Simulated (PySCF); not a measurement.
State search for AgS

Unrestricted PBE0; Ag cc-pVDZ-PP with ECP28, S cc-pV(D+d)Z; scalar-relativistic core potentials (PySCF 2.14). Outer shells of the fragments: Ag 4d10 5s1; S 3s2 3p4.

Followed along the bond (rough minima from three points):

| 2Ms+1 | unpaired | ⟨S²⟩ at the start | R at minimum (Å) | Te (eV) |
| --- | --- | --- | --- | --- |
| 2 | π ↑ | 0.76 | 2.30 | 0.00 |
| 2 | σ ↑ | 0.76 | 2.26 | 1.39 |
| 4 | σ ↑, π ↑↑ | 3.76 | none in the scan | ≤ 1.99 |

Solutions found at the starting distance of 2.320 Å, counted from the lowest of them; the search is not exhaustive and high or unbound solutions are not listed, so other states can lie among these:

```tsv
2Ms+1	unpaired	term	E (eV)	⟨S²⟩	⟨Lz²⟩	μ (D)
2	π ↑	²Π	0.00	0.76	1.01	-4.35
2	σ ↑	²Σ⁺	1.40	0.76	0.00	-5.68
4	σ ↑, π ↑↑	⁴Σ⁻	2.03	3.76	0.00	2.45
2	σ ↓, π ↑↑	mixed	2.19	1.76	0.00	2.60
2	σ ↑, π ↑↓	mixed	2.47	1.76	2.02	2.36
4	σ ↑↑, π ↑	⁴Π	2.54	3.76	1.01	0.95
```

A term symbol is given only where ⟨S²⟩ and ⟨Lz²⟩ are close to those of a pure state; real π, δ and φ orbitals otherwise mix terms. A positive dipole means Ag(−)S(+).

Spin–orbit coupling is left out. Counting both spins, an empty level lies below a filled one in some of these solutions, because spin and occupation are held. With d or f electrons several states lie close, and the lowest PBE0 determinant need not be the measured ground state.
